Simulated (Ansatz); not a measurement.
The same ligand exchange along the group B, Al, Ga, In.

Calculated with Ansatz (gas phase, PBE0-D4/def2-TZVP geometries, no zero-point term in ΔE). CCSD(T)/CBS is the MP2 limit (def2-TZVPP, def2-QZVPP) plus CCSD(T) − MP2 in def2-TZVPP, frozen cores. This one scheme is used for every species. Functionals use def2-TZVPP. Elements past krypton have def2 core potentials. For Ga, In, Se outer-core shells are correlated without core-valence functions, which leaves a few kJ/mol of doubt a bond. Scalar relativity is left out up to krypton. Each species was taken in one conformer, which may not be the lowest.

| reaction | ωB97X-V (eV) | ωB97M-V (eV) |
| --- | --- | --- |
| `FB[SeH]` + H₂Se → `[SeH][SeH]` + `BF` | 0.75 | 0.75 |
| `[F][AlH][SeH]` + H₂Se → `[SeH][SeH]` + `[F][AlH2]` | 1.25 | 1.26 |
| `[F][GaH][SeH]` + H₂Se → `[SeH][SeH]` + `[F][GaH2]` | 1.09 | 1.09 |
| `[F][InH][SeH]` + H₂Se → `[SeH][SeH]` + `[F][InH2]` | 1.13 | 1.13 |

Question: Give the CCSD(T)/CBS values in the same order. (Best estimate.)

Answer: Ansatz gave: 0.79, 1.32, 1.17, 1.23 eV.

Largest T1 diagnostic: 0.016, for `[F][InH2]`.
